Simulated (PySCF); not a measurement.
Compound: C8H10 (charge +1 and doublet state).
Geometry (GFN2-xTB, Å), atoms numbered from 1 in this order:
```
atom  x, y, z in Å
C1    -4.1144    1.1078    0.4690
C2    -2.7792    1.0507    0.5191
C3    -1.9811    0.2388   -0.4397
C4    -0.5771    0.1878   -0.1822
C5     0.6087    0.1591    0.0707
C6     2.0098    0.0892    0.3396
C7     2.7860   -0.8225   -0.5447
C8     4.0647   -1.1325   -0.3047
H9    -4.6827    0.5679   -0.2717
H10   -4.6778    1.6967    1.1719
H11   -2.2320    1.6044    1.2692
H12   -2.3779   -0.7865   -0.4927
H13   -2.1329    0.6299   -1.4591
H14    2.1679   -0.1737    1.3960
H15    2.4269    1.1071    0.2575
H16    2.2708   -1.2306   -1.4034
H17    4.6000   -0.7358    0.5434
H18    4.6113   -1.7981   -0.9498
```

The hyperfine couplings belong to this conformer and change with its torsions.

The species is `C=CCC#CC[CH][CH2+]` [radical] (charge +1).

Method used: UKS B3LYP, pcH-1 on C H, non-relativistic, mean-field spin-orbit, GIAO in PySCF. The structure is a single GFN2-xTB conformer in the gas phase; no vibrational or solvent corrections. The geometry wasn't refined by DFT: couplings that depend on bond lengths, twists or pyramidal angles can differ widely from those at the functional's own minimum, by a factor of two or more for some ions and for spin on atoms past the first row. No stability test was run, so a lower SCF solution isn't excluded.

(1) What is the g tensor, term by term?

(2) At 9.32 GHz, how far is the centre of the isotropic spectrum from where a free electron (g = 2.002319) resonates?

(3) What effective moment and Curie constant follow for a powder?

(4) In a frozen sample, at which fields do the three g values resonate at 9.5, 34, 94 and 263 GHz (hyperfine left aside), and which band first spreads them over more than twice a line width of 1.0 mT?

Results:

(1) 
```json
{"Δg (ppm)": "relativistic mass correction", "1": "-136", "2": "-136", "3": "-136"}
{"Δg (ppm)": "gauge correction", "1": "3", "2": "16", "3": "23"}
{"Δg (ppm)": "orbital Zeeman/spin–orbit", "1": "8", "2": "418", "3": "5099"}
{"Δg (ppm)": "total", "1": "-125", "2": "298", "3": "4986"}
```

So g = 2.00219, 2.00262, 2.00731 and g_iso = 2.00404; the tensor is close to axial: the two nearest values differ by 8 % of g3 − g1. Axes: g3 points within 2° of the C5–C6 bond.

(2) B = hν/(g μB) with μB/h = 13.99624 MHz/mT gives 332.56 mT for the free electron and 332.28 mT at g_iso, 0.29 mT lower.

(3) With the mean of g² = 4.0162 and S(S+1) = 0.75: μ_eff = √(⟨g²⟩S(S+1)) = 1.736 μB and χT = 0.12505·⟨g²⟩·S(S+1) = 0.377 cm³ K/mol (cgs; spin-Hamiltonian part alone).

(4) 
| band | GHz | B(g3) mT | B(g2) mT | B(g1) mT | spread mT |
| --- | --- | --- | --- | --- | --- |
| X | 9.5 | 338.14 | 338.93 | 339.00 | 0.86 |
| Q | 34.0 | 1210.19 | 1213.02 | 1213.28 | 3.09 |
| W | 94.0 | 3345.82 | 3353.65 | 3354.36 | 8.54 |
| J | 263.0 | 9361.18 | 9383.10 | 9385.08 | 23.90 |

The spread grows in proportion to the frequency. Q band is the first where it exceeds 2.0 mT.

Largest spin populations (Mulliken): C1 (+0.18), C8 (+0.18), C5 (+0.16) and C4 (+0.16). Four atoms exceed +0.15.

The HOMO–LUMO gaps are 6.91 eV among the α and 0.99 eV among the β orbitals.
